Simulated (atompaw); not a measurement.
# What one change does to a pseudopotential (zirconium, PAW (atompaw))

atompaw 4.2.0.5 input, output lines left out:

```
Zr 40
GGA-PBE scalarrelativistic loggrid 1500 logderivrange -6 5 276
5 5 4 0 0 0
5 0 1.5
5 1 0.5
4 2 2
0 0 0
c
c
c
v
v
c
c
v
v
c
v
2
2.20 1.90 1.80 2.20
n
n
y
2.65
n
custom polynom2 7 10 vanderbiltortho besselshape
3 1 ultrasoft
1.50
2.20
2.00
2.20
2.20
2.20
```

Change: core [Kr], valence charge 4; reference 4d2 5s2 5p0; waves now 5s (bound): rc 3.00 bohr; 5s channel at 0.3 Ry: rc 2.80 bohr; 5p (bound): rc 3.00 bohr; 5p channel at 0.8 Ry: rc 3.00 bohr; 4d (bound): rc 3.00 bohr; 4d channel at 4.2 Ry: rc 1.95 bohr; local potential ultrasoft scheme with l = 3 at 1 Ry, radius 2.15 bohr; core correction smooth core density matched at 1.55 bohr; augmentation besselshape compensation charge, radius 2.30 bohr; PAW radius 3.00 bohr; waves and projectors: custom polynom2 7 10 vanderbiltortho.

Cutoffs: the cutoffs (Ry, on a coarse ladder) from which the occupation-weighted sum of valence levels, in a spherical-Bessel basis at the reference potential, stays within 10 and 1 mRy of its value at 400 Ry; they do not see the model core or the augmentation charge, which bear on the density cutoff.

Question: What does the change do?

Answer: The potential gets neither clearly harder nor softer (21 Ry and 25 Ry → 12 Ry and 30 Ry); a bound ghost appears in p, s, which as a rule spoils a file. Several settings change at once here, so the effects cannot be laid on one of them.

```json
{"quantity": "cutoff, loose", "base": "21 Ry", "changed": "12 Ry"}
{"quantity": "cutoff, tight", "base": "25 Ry", "changed": "30 Ry"}
{"quantity": "bound ghosts", "base": "none", "changed": "s, p"}
{"quantity": "lowest overlap eigenvalue by channel", "base": "s 0.62, p 0.67, d 0.90", "changed": "s 0.73, p 0.87, d 1.00"}
```

 A true bound ghost makes a file unfit for plane-wave use even where its test errors are small: the radial tests pick states by their node count and pass the ghost by. The cutoffs see the waves, projectors and local potential, not the compensation charge or the core.
